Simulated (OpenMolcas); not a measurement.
# Levels of Os VII by method

```
Program             : OpenMolcas 26.06
Basis               : ANO-RCC-VTZP [8s7p5d3f2g1h]
Scalar Hamiltonian  : DKH2, point nucleus
Active space        : 8 electrons in 8 orbitals (RAS1 5p, at most 2 holes; RAS2 5d)
State averaging     : 2S+1 = 3 even, 10 roots; 2S+1 = 1 even, 15 roots
Spin-orbit coupling : state interaction with AMFI integrals over the reference wave functions, term energies averaged over their components
```

Methods on the same reference wave functions:
A. RASSCF
B. SS-RASPT2, IPEA 0.25 Eh, imaginary shift 0.1 Eh (closed shells correlated: 5s)

Energies in cm⁻¹ above 5d² ³F₂, the measured ground level; measured values from van het Hof, Joshi, Wyart and Sugar, J. Res. Natl. Inst. Stand. Technol. 100, 687 (1995).

| Level | A | B | Measured |
| --- | --- | --- | --- |
| 5d² ³F₂ | 0.0 | 0.0 | 0.0 |
| 5d² ³F₃ | 10897 | 11120 | 10308 |
| 5d² ³P₀ | 17321 | 16510 | 15837 |
| 5d² ³F₄ | 19411 | 19230 |  |
| 5d² ³P₁ | 24154 | 23440 | 22098 |
| 5d² ¹G₄ | 34785 | 32870 | 31274 |
| 5d² ³P₂ [56 %] | 35983 | 34950 | 33127 |
| 5d² ¹S₀ | 60847 | 59220 | 57710 |

Deviations, from unrounded energies. A percentage is the sum of absolute deviations over the sum of measured energies, with the sign that they share, or ± where signs differ.

```
                        Against measurement  Levels     A     B
             mean absolute deviation (cm-1)       6  2300  1300
      fine structure of the ground term (%)       1  +5.7  +7.9
other terms of the ground configuration (%)       5  +8.1  +4.3
```

B lies closest to measurement on these levels. The largest miss of B in the table is 5d² ³P₂ [56 %], by +1800 cm-1. The ranking rests on the paired levels alone, and a cruder setting can come out closer through cancelling errors.

From A to B the spin-free energies of the other terms of 5d² shown, above ³F, scale by factors of 0.87 to 0.95, as is usual when dynamic correlation screens the repulsion within a d or f shell.

The lowest spin-free term lies below A's lowest term by 0.168 hartree in B.

Term energies are means over components that CASPT2 splits; among the terms shown or strongly mixed into the levels shown the widest spread is 290 cm-1 (5d² ¹G, B). Active for correlation alone: 5p; no level in the range computed is led by a configuration that opens it, so any true level of that kind is missing. Without dynamic correlation excited terms often stand tens of per cent too high (terms of higher spin than the ground term too low), and those without a measured partner can miss by more than the paired ones (holds for A). Computed and measured levels are paired by configuration, term and J; levels that our copy of the source lacks, or whose pairing is in doubt (as where it misses far off the trend of its configuration), stay unpaired and out of the deviations. Levels of configurations outside the active space are missing. Levels that lie high or do not pair safely by name in every column are left out.

A share in square brackets marks a mixed level and gives the weight of the term that names it, the lowest over the columns.
